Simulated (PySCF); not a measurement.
Diagnose this run.

A core-ionisation job on C2H6N2Si2, SMILES `C#C[SiH]1N[SiH2]N1`. Method: PySCF 2.14.0, delta-SCF UKS SCAN, pcX-2 on the ionised atom, pcseg-1 elsewhere, spin-free X2C.

Driver input (Å, PBE0-D3(BJ)/def2-SVP geometry):

```
{"job": {"kind": "xps"}, "charge": 0, "multiplicity": 1}
C      3.1200    -0.3995    -0.3171
C      1.9854     0.0427    -0.3351
Si     0.2770     0.7250    -0.3722
N     -0.9330    -0.3432    -1.0225
Si    -1.7970    -0.4602     0.4920
N     -0.5898     0.6285     1.1336
H      4.1207    -0.7950    -0.2993
H      0.3865     2.0734    -0.9986
H     -1.0687    -0.7528    -1.9339
H     -3.1989     0.0644     0.4763
H     -1.8462    -1.8199     1.1162
H     -0.4160     1.0089     2.0512
```

Output:

```
ground state, core basis on atom 0 (C), 153 functions
  cycle   1  E = -769.24333205  |g| = 7.75e-01
  cycle   2  E = -769.01055456  |g| = 1.21e+00
  cycle   3  E = -769.36195635  |g| = 2.54e-01
  cycle   4  E = -769.37679849  |g| = 1.19e-01
  cycle   5  E = -769.38018329  |g| = 3.67e-02
  cycle   6  E = -769.38054260  |g| = 5.45e-03
  cycle   7  E = -769.38055316  |g| = 1.04e-03
  cycle   8  E = -769.38055481  |g| = 3.42e-04
  E(ground) = -769.45528272 Eh
hole in C 1s of atom 0
  cycle   1  E = -758.12611522  |g| = 1.50e+00
  cycle   2  E = -753.60504134  |g| = 2.60e+00
  cycle   3  E = -758.03981467  |g| = 1.06e+00
  cycle   4  E = -758.45077949  |g| = 7.06e-01
  cycle   5  E = -758.64774914  |g| = 3.58e-01
  cycle   6  E = -758.69944142  |g| = 1.17e-01
  cycle   7  E = -758.70834769  |g| = 2.75e-02
  cycle   8  E = -758.70905677  |g| = 1.22e-02
  cycle   9  E = -758.70930257  |g| = 7.24e-03
  cycle  10  E = -758.70946623  |g| = 4.12e-03
  cycle  11  E = -758.70950914  |g| = 2.46e-03
  cycle  12  E = -758.70951287  |g| = 2.22e-03
  cycle  13  E = -758.70951509  |g| = 4.89e-04
  E(ion) = -758.78294291 Eh   <S^2> = 0.8563   hole on atom = 1.000   binding energy = 290.409 eV
ground state, core basis on atom 1 (C), 153 functions
  cycle   1  E = -769.38171888  |g| = 6.50e-02
  cycle   2  E = -769.37962760  |g| = 9.45e-02
  cycle   3  E = -769.38129793  |g| = 5.08e-02
  cycle   4  E = -769.38200044  |g| = 4.89e-03
  cycle   5  E = -769.38200725  |g| = 6.38e-04
  cycle   6  E = -769.38200711  |g| = 2.63e-04
  E(ground) = -769.45638280 Eh
hole in C 1s of atom 1
  cycle   1  E = -758.14572647  |g| = 1.51e+00
  cycle   2  E = -752.91235873  |g| = 2.69e+00
  cycle   3  E = -757.79896572  |g| = 1.15e+00
  cycle   4  E = -758.55300973  |g| = 5.81e-01
  cycle   5  E = -758.66178113  |g| = 3.45e-01
  cycle   6  E = -758.71268530  |g| = 1.12e-01
  cycle   7  E = -758.72113960  |g| = 2.33e-02
  cycle   8  E = -758.72180836  |g| = 1.22e-02
  cycle   9  E = -758.72221932  |g| = 7.88e-03
  cycle  10  E = -758.72241825  |g| = 5.68e-03
  cycle  11  E = -758.72246257  |g| = 4.86e-03
  cycle  12  E = -758.72248516  |g| = 1.66e-03
  cycle  13  E = -758.72248683  |g| = 3.61e-04
  E(ion) = -758.79546047 Eh   <S^2> = 0.8680   hole on atom = 1.000   binding energy = 290.098 eV
ground state, core basis on atom 2 (Si), 164 functions
  cycle   1  E = -769.48165538  |g| = 2.91e-01
  cycle   2  E = -769.47989453  |g| = 9.92e-02
  cycle   3  E = -769.46924632  |g| = 2.16e-01
  cycle   4  E = -769.48207862  |g| = 2.80e-02
  cycle   5  E = -769.48224018  |g| = 4.95e-03
  cycle   6  E = -769.48224634  |g| = 1.25e-03
  cycle   7  E = -769.48224729  |g| = 2.38e-04
  E(ground) = -769.51500751 Eh
hole in Si 1s of atom 2
  cycle   1  E = -700.52822809  |g| = 4.35e+00
  cycle   2  E = -699.99468130  |g| = 2.42e+00
  cycle   3  E = -700.22026279  |g| = 1.49e+00
  cycle   4  E = -701.26467943  |g| = 7.52e-01
  cycle   5  E = -701.53228848  |g| = 3.01e-01
  cycle   6  E = -701.58122641  |g| = 5.06e-02
  cycle   7  E = -701.58200515  |g| = 3.27e-02
  cycle   8  E = -701.58249138  |g| = 8.66e-03
  cycle   9  E = -701.58252680  |g| = 2.63e-03
  cycle  10  E = -701.58253163  |g| = 8.48e-04
  cycle  11  E = -701.58253335  |g| = 3.29e-04
  E(ion) = -701.62346602 Eh   <S^2> = 0.7520   hole on atom = 1.000   binding energy = 1847.423 eV
hole in Si 2p of atom 2
  cycle   1  E = -765.19404339  |g| = 1.25e+00
  cycle   2  E = -764.58846413  |g| = 1.45e+00
  cycle   3  E = -765.17193469  |g| = 7.78e-01
  cycle   4  E = -765.47388946  |g| = 2.99e-01
  cycle   5  E = -765.51556547  |g| = 9.49e-02
  cycle   6  E = -765.52016044  |g| = 2.43e-02
  cycle   7  E = -765.52046671  |g| = 8.49e-03
  cycle   8  E = -765.52049329  |g| = 3.97e-03
  cycle   9  E = -765.52050180  |g| = 1.06e-03
  cycle  10  E = -765.52050210  |g| = 1.95e-04
  E(ion) = -765.56429671 Eh   <S^2> = 0.7517   hole on atom = 1.003   binding energy = 107.504 eV
  2p3/2 = 107.328 eV   2p1/2 = 107.954 eV
ground state, core basis on atom 3 (N), 153 functions
  cycle   1  E = -769.39514778  |g| = 7.60e-02
  cycle   2  E = -769.39507365  |g| = 2.93e-02
  cycle   3  E = -769.39476160  |g| = 4.49e-02
  cycle   4  E = -769.39522992  |g| = 1.51e-02
  cycle   5  E = -769.39528925  |g| = 2.88e-03
  cycle   6  E = -769.39528914  |g| = 2.93e-04
  E(ground) = -769.46681527 Eh
hole in N 1s of atom 3
  cycle   1  E = -753.83366899  |g| = 1.87e+00
  cycle   2  E = -753.07005011  |g| = 2.12e+00
  cycle   3  E = -754.43895408  |g| = 5.00e-01
  cycle   4  E = -754.36047893  |g| = 5.62e-01
  cycle   5  E = -754.54645151  |g| = 1.15e-01
  cycle   6  E = -754.55271789  |g| = 4.45e-02
  cycle   7  E = -754.55363643  |g| = 1.19e-02
  cycle   8  E = -754.55369637  |g| = 5.01e-03
  cycle   9  E = -754.55370920  |g| = 1.06e-03
  cycle  10  E = -754.55371150  |g| = 4.01e-04
  E(ion) = -754.62446935 Eh   <S^2> = 0.7656   hole on atom = 1.000   binding energy = 403.881 eV
ground state, core basis on atom 4 (Si), 164 functions
  cycle   1  E = -769.48013521  |g| = 2.90e-01
  cycle   2  E = -769.48019743  |g| = 4.94e-02
  cycle   3  E = -769.48008335  |g| = 4.37e-02
  cycle   4  E = -769.48029271  |g| = 2.59e-02
  cycle   5  E = -769.48046938  |g| = 4.75e-03
  cycle   6  E = -769.48047260  |g| = 1.09e-03
  cycle   7  E = -769.48047401  |g| = 1.01e-04
  E(ground) = -769.51301005 Eh
hole in Si 1s of atom 4
  cycle   1  E = -700.53650871  |g| = 4.35e+00
  cycle   2  E = -698.89622268  |g| = 2.51e+00
  cycle   3  E = -691.14674551  |g| = 3.59e+00
  cycle   4  E = -701.29658504  |g| = 7.02e-01
  cycle   5  E = -701.47460165  |g| = 4.70e-01
  cycle   6  E = -701.57716764  |g| = 1.44e-01
  cycle   7  E = -701.57824812  |g| = 1.38e-01
  cycle   8  E = -701.58723598  |g| = 5.62e-02
  cycle   9  E = -701.58904608  |g| = 8.80e-03
  cycle  10  E = -701.58908512  |g| = 2.15e-03
  cycle  11  E = -701.58908902  |g| = 1.36e-03
  cycle  12  E = -701.58908827  |g| = 4.62e-04
  E(ion) = -701.62929106 Eh   <S^2> = 0.7521   hole on atom = 1.000   binding energy = 1847.210 eV
hole in Si 2p of atom 4
  cycle   1  E = -765.20047749  |g| = 1.24e+00
  cycle   2  E = -763.53547233  |g| = 1.67e+00
  cycle   3  E = -765.00292907  |g| = 8.51e-01
  cycle   4  E = -765.48937324  |g| = 2.37e-01
  cycle   5  E = -765.48563076  |g| = 2.65e-01
  cycle   6  E = -765.51740966  |g| = 1.05e-01
  cycle   7  E = -765.52302986  |g| = 2.59e-02
  cycle   8  E = -765.52337861  |g| = 6.69e-03
  cycle   9  E = -765.52340372  |g| = 1.57e-03
  cycle  10  E = -765.52340496  |g| = 7.13e-04
  cycle  11  E = -765.52340490  |g| = 3.83e-04
  E(ion) = -765.56671048 Eh   <S^2> = 0.7519   hole on atom = 1.003   binding energy = 107.384 eV
  2p3/2 = 107.213 eV   2p1/2 = 107.839 eV
```

The program numbers atoms from 0. E(ground) and E(ion) are re-evaluated on a finer grid than the cycles, so they differ from the last cycles; that is no fault. The 2p3/2 and 2p1/2 values come from a spin–orbit splitting computed afterwards; their 2:1 mean is the average over the three 2p orbitals and can differ from the one hole solved.

Task: Do all binding energies of this run deserve the same trust?

Result: No. Every hole passed the driver's convergence checks (|g| < 5e-4, core orbital emptied to over 0.9), but ⟨S²⟩ is 0.868 for C1s on atom 1 and 0.856 for C1s on atom 0, against 0.75 for a pure doublet, so the unrestricted ion state holds higher spin components.

Task: How can it be mended?

Result: Recompute such holes with a restricted open-shell or spin-projected scheme and compare; until then these binding energies are doubtful.
